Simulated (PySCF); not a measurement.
Compound: C2H6OSSi.
Atom-mapped SMILES: `[CH3:1][C:2](=[S:3])[O:4][SiH3:5]` (hydrogens: H6, H7, H8 on C1; H9, H10, H11 on Si5)

Cartesian coordinates in Å at the GFN2-xTB level; atoms count from 1:
```
atom  x, y, z in Å
C1    -1.9552   -0.0184    0.0116
C2    -0.5342    0.3937   -0.1851
S3    -0.1120    1.8329   -0.8169
O4     0.3578   -0.4886    0.1997
Si5    2.0106   -0.3328    0.1352
H6    -2.1837   -0.0281    1.0781
H7    -2.1046   -1.0287   -0.3672
H8    -2.6226    0.6751   -0.4905
H9     2.3212   -1.6470    0.6743
H10    2.4181   -0.1373   -1.2501
H11    2.4101    0.7818    0.9849
```

Jobs on this species (11 atoms, 56 electrons) with PySCF (density fitting). Hardware of each: one thread of an Arm Neoverse V1, no GPU, on a shared host. Other jobs ran on the host; a repeat could differ by tens of per cent or more. Peak memory is the resident size of the whole Python process, interpreter and libraries included.

| level and settings | work | basis functions | SCF cycles | wall time | peak memory |
| --- | --- | --- | --- | --- | --- |
| BHandHLYP/6-31G, IEF-PCM water, energy threshold 1e-08 Eh, damping 0.1 at the start, DIIS from the seventh cycle | shieldings | 65 | ? | ? | ? |
| PBE0/aug-cc-pVDZ, damping 0.1 at the start, DIIS from the seventh cycle | 1 singlet by TDA, 5 Tamm–Dancoff triplets, polarisability | 177 | 17 | 20 s | 0.76 GiB |
| PBE0/def2-SVPD | 6 singlets by full TDDFT, 2 Tamm–Dancoff triplets, polarisability | 162 | 14 | 15 s | 0.70 GiB |
| KT2/Sadlej pVTZ, damping 0.1 at the start, DIIS from the seventh cycle | 1 singlet by TDA, polarisability | 190 | 22 | 42 s | 0.63 GiB |
| wB97X-D/def2-SVPD, energy threshold 1e-08 Eh, fitting basis def2-universal-jkfit | 3 singlets by TDA, 5 Tamm–Dancoff triplets, polarisability | 162 | 10 | 14 s | 0.75 GiB |
| revPBE/aug-pcSseg-1, damping 0.3 at the start, DIIS from the seventh cycle | shieldings | 198 | 21 | 39 s | 0.68 GiB |
| PBE0/pcSseg-1 | shieldings, charges and field gradients | 129 | 14 | 11 s | 0.60 GiB |
| B97-2/MINI, start guess sap, energy threshold 1e-08 Eh | shieldings, charges and field gradients | 39 | 18 | 4.3 s | 0.44 GiB |

Fill in the missing figures.

- BHandHLYP/6-31G, IEF-PCM water, energy threshold 1e-08 Eh, damping 0.1 at the start, DIIS from the seventh cycle; shieldings: 5.3 s, 0.49 GiB, 14 SCF cycles

What do all jobs in the table cost together?

About 2.5 min; the longest takes about 28 % of that, and about 9.8 times as long as the shortest.

The pairwise dispersion term of wB97X-D wasn't added to the energies; at a given geometry it leaves orbitals and properties as they are.
